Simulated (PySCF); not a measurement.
C₂H₃BClNO. Atoms are numbered in the order given.

```xyz
9

B      0.1852    -0.3376     0.6242
Cl     1.8403    -0.4592     0.0055
C     -0.1824    -0.9572     2.0081
H     -0.3620    -2.0377     1.8589
H     -1.1014    -0.5282     2.4313
H      0.6401    -0.8764     2.7329
N     -0.7709     0.2991    -0.1989
C     -1.4061     0.8695    -1.0393
O     -2.0576     1.4210    -1.8323
```
Charge 0, spin multiplicity 1.

Geometry optimised at PBE0-D3(BJ)/def2-SVP. This is a generated structure with no PubChem entry under its InChIKey; it may be hypothetical. Other conformers were not sampled.

Calculation: PySCF with PBE/pcSseg-1.

GIAO shieldings, no solvent; atoms alike by connectivity are averaged. δ = σ(ref) − σ: ¹¹B against BF3 (σ = 83.9 ppm); ³⁵Cl against HCl (σ = 936.5 ppm); ¹³C against TMS (σ = 182.0 ppm); ¹H against TMS (σ = 31.49 ppm); ¹⁵N against NH3 (σ = 267.0 ppm); ¹⁷O against H2O (σ = 334.3 ppm), references at their B3LYP-D3(BJ)/def2-TZVP geometries, non-relativistic (without spin–orbit terms, shifts of atoms bonded to Cl or Br come out too high).

```tsv
nucleus	atoms	count	δ (ppm)
¹¹B	B1	1	31.8
³⁵Cl	Cl2	1	282.2
¹³C	C8	1	127.6
¹³C	C3	1	13.8
¹H	H4, H5, H6	3	1.18
¹⁵N	N7	1	100.8
¹⁷O	O9	1	190.3
```
